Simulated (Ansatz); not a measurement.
System: tetramethylsilane, C4H12Si (charge 0, singlet). 
Coordinates optimised at B3LYP-D3(BJ)/def2-TZVP (Ansatz, a quantum-chemistry and plane-wave program):
```xyz
17

Si     0.0000     0.0000     0.0000
C     -1.1396    -0.5879     1.3747
C      1.1691     1.3098     0.6723
C      0.9968    -1.4542    -0.6525
C     -1.0263     0.7324    -1.3945
H     -0.5712    -1.0198     2.2018
H     -1.7338     0.2368     1.7754
H     -1.8328    -1.3516     1.0140
H      1.7807     0.9134     1.4863
H      1.8458     1.6721    -0.1051
H      0.6181     2.1700     1.0599
H      1.6052    -1.9023     0.1367
H      0.3436    -2.2341    -1.0511
H      1.6704    -1.1436    -1.4547
H     -1.7173    -0.0066    -1.8069
H     -1.6183     1.5818    -1.0456
H     -0.3905     1.0839    -2.2106
```
Charge 0, spin multiplicity 1.

Computed values are from Ansatz. Valence correlation only, unless marked. UHF or UKS for open shells. No spin-orbit coupling. No relativistic terms. CBS(X,Y): correlation extrapolated as X^-3; Hartree-Fock from the larger set.

Q: What is the atomisation energy De at CCSD(T)/CBS(cc-pV(T+d)Z,cc-pV(Q+d)Z)?

A: 1542.3 kcal/mol.

Q: What is the dipole moment at CCSD(T)/aug-cc-pV(D+d)Z?

A: 0.00 D.

Q: What is the T1 diagnostic at CCSD/cc-pV(Q+d)Z?

A: 0.009.

Q: What is the total energy at CCSD(T)/CBS(cc-pV(T+d)Z,cc-pV(Q+d)Z)?

A: -448.5547 Eh.
